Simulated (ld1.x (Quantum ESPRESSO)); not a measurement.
An all-electron radial function and its pseudo partner (boron (B))

Columns: radius, all-electron u(r) and pseudo u(r) of the 2s shell (level -9.44 eV) of boron in the configuration [He] 2s2 2p1; PBE, scalar-relativistic, TM scheme, ld1.x (Quantum ESPRESSO) 7.5.

```
r (bohr)  all-electron   pseudo
   0.108        0.2780  -0.0524
   0.215        0.2926  -0.1040
   0.322        0.1913  -0.1551
   0.430        0.0444  -0.2073
   0.538       -0.1104  -0.2633
   0.645       -0.2536  -0.3271
   0.752       -0.3785  -0.4027
   0.860       -0.4841  -0.4879
   0.968       -0.5694  -0.5695
   1.075       -0.6344  -0.6344
   1.182       -0.6815  -0.6815
   1.290       -0.7129  -0.7129
   1.398       -0.7306  -0.7306
   1.505       -0.7366  -0.7366
   1.612       -0.7332  -0.7332
   1.720       -0.7222  -0.7222
   1.828       -0.7050  -0.7050
   1.935       -0.6835  -0.6835
   2.042       -0.6586  -0.6586
   2.150       -0.6310  -0.6310
   2.258       -0.6018  -0.6018
   2.365       -0.5719  -0.5719
   2.472       -0.5417  -0.5417
   2.580       -0.5113  -0.5113
   2.688       -0.4813  -0.4813
   2.795       -0.4523  -0.4523
```

Question: How many radial nodes do the two functions have?

Answer: The all-electron 2s function has n − l − 1 = 1; the pseudo-wave has 0, since the states of the same l below it are removed with the core.

Question: At about which radius was the pseudo-wave matched?

Answer: 1.05 bohr, where the columns begin to agree (steps of 0.11 bohr).

Question: Is the pseudo-wave norm-conserving?

Answer: Yes: the TM scheme keeps the norm inside the radius equal to the all-electron one, which fixes the energy derivative of the logarithmic derivative at the level.
